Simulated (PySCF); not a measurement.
Bonds (- single, = double, # triple, : aromatic): C1-C2 1.523 Å, C2-B3 1.642 Å, B3-N4 1.557 Å. C1 carries H5, H6, H7; C2 carries H8, H9; B3 carries H10, H11; N4 carries H12, H13. Formal charges: B3 -1.

Total charge -1.

Geometry: PBE0-D3(BJ)/def2-SVP; GIAO shifts from PySCF 2.14.0 with density-fitted response routines, gas phase, non-relativistic, averaged over equivalent atoms.

At PBE0/pcSseg-1 (113 basis functions, 7.3 s wall time on 1 thread of an Arm Neoverse V1, shared host):
| atoms | δ (ppm) |
| --- | --- |
| C2 | 24.1 |
| C1 | 17.6 |
| B3 | -12.6 |
| N4 | 28.2 |
| H10/H11 | 2.35 |
| H5/H6/H7 | 0.79 |
| H8/H9 | 0.08 |
| H12/H13 | -1.79 |

δ = σ(ref) − σ, references computed at the same level: TMS for ¹³C (184.41 ppm), ¹H (31.27 ppm); ¹¹B (100.73 ppm) vs BF3·OEt2; ¹⁵N (265.67 ppm) vs NH3.

Question: What do these become at PBE/pcSseg-2?

Answer: 
```json
{"atoms": "C2", "δ at PBE/pcSseg-2": "28.7", "change": "+4.6"}
{"atoms": "C1", "δ at PBE/pcSseg-2": "17.7", "change": "+0.1"}
{"atoms": "B3", "δ at PBE/pcSseg-2": "-11.5", "change": "+1.1"}
{"atoms": "N4", "δ at PBE/pcSseg-2": "35.1", "change": "+6.9"}
{"atoms": "H10/H11", "δ at PBE/pcSseg-2": "2.68", "change": "+0.33"}
{"atoms": "H5/H6/H7", "δ at PBE/pcSseg-2": "1.05", "change": "+0.26"}
{"atoms": "H8/H9", "δ at PBE/pcSseg-2": "0.26", "change": "+0.18"}
{"atoms": "H12/H13", "δ at PBE/pcSseg-2": "-1.45", "change": "+0.34"}
```

References, each an isolated molecule treated in the same way: ¹³C (σref 179.39) and ¹H (σref 31.18) against TMS; ¹¹B (σref 92.70) against BF3·OEt2; ¹⁵N (σref 261.04) against NH3.

The largest change is at N4 (nitrogen bonded to B, 2 H). Cost: 270 basis functions, 40 s wall time on 1 thread of an Arm Neoverse V1, shared host.

A carbon bonded to boron is broadened by the quadrupolar boron nucleus and is often missing from a measured spectrum. Experimental scales use liquid or dissolved standards, which lie at an offset from isolated NH3 (liquid NH3: subtract about 20 ppm).
